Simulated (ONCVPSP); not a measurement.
# What the settings do to the ONCV potential of Cr

Base potential:

chromium, optimised norm-conserving Vanderbilt (ONCV), made with ONCVPSP 4.0.1 (LDA (Perdew-Wang 92), scalar-relativistic). Core [Ar], reference 3d5 4s0.5 4p0.5. Waves: 4s: rc 2.80 bohr, ncon 4, nbas 8, qcut 2.9 1/bohr, 2 projectors, debl 3.2 Ha; 4p: rc 2.70 bohr, ncon 3, nbas 6, qcut 2.4 1/bohr, 2 projectors, debl 3.2 Ha; 3d: rc 2.00 bohr, ncon 4, nbas 9, qcut 8.1 1/bohr, 2 projectors, debl 3.3 Ha. Local part: polynomial inside 1.25 bohr (lpopt 5, dvloc0 0 Ha). Core correction: Teter function fitted to the true core (icmod 2), fcfact 0.65.

All-electron outer shells of the reference configuration (LDA (PZ), scalar-relativistic, ld1.x):

```csv
shell,level (eV),outermost node (bohr),outermost maximum (bohr)
3s,-74.29,0.36,0.78
3p,-46.08,0.33,0.80
4s,-4.71,1.12,2.71
3d,-3.84,–,0.84
4p,-1.51,1.25,3.80
```

Cutoffs, loose and tight: the cutoffs (Ha) at which the residual kinetic energy of the hardest occupied pseudo-wave falls to 1 and 0.1 mHa per electron. They do not see the model core or the augmentation charge, which bear on the density cutoff. Test errors are all-electron minus pseudo excitation energies from the reference, over the configurations 3d5 4s1 4p0; 3d5 4s0 4p0; 3d4 4s0 4p0; 3d5 4s0.5 4p0. A dash means not determined; rows that change the core or the reference have their own tests.

```csv
change,outcome,"cutoff, loose","cutoff, tight",bound ghosts,GHOST(+) flags above zero,largest test error (meV)
base,generated,25 Ha,28 Ha,none,"s, p",-23
d: debl 0.2,generated,25 Ha,28 Ha,none,"s, p",-21
d: debl 0.25,generated,25 Ha,28 Ha,none,"s, p",-21
d: debl 0.35,generated,25 Ha,28 Ha,none,"s, p",-21
d: debl 0.55,generated,25 Ha,28 Ha,none,"s, p",-21
d: debl 0.75,generated,25 Ha,28 Ha,none,"s, p",-20
d: debl 1.2,generated,25 Ha,28 Ha,none,"s, p",-20
d: debl 1.55,generated,25 Ha,28 Ha,none,"s, p",-21
d: debl 2.55,generated,25 Ha,28 Ha,none,"s, p",-21
d: debl 3.25,generated,25 Ha,28 Ha,none,"s, p",-23
```

What comes out with this change to the base: d: debl 4.5?

outcome: generated; cutoff, loose: 25 Ha; cutoff, tight: 28 Ha; bound ghosts: none; GHOST(+) flags above zero: s, p; largest test error (meV): -28.

Reading the sweep of the debl of the d channel (base included, trends over the rows without a ghost): The loose cutoff stays near 25 Ha. The median size of the test errors (rows with all tests solved) stays near 1.1 meV.
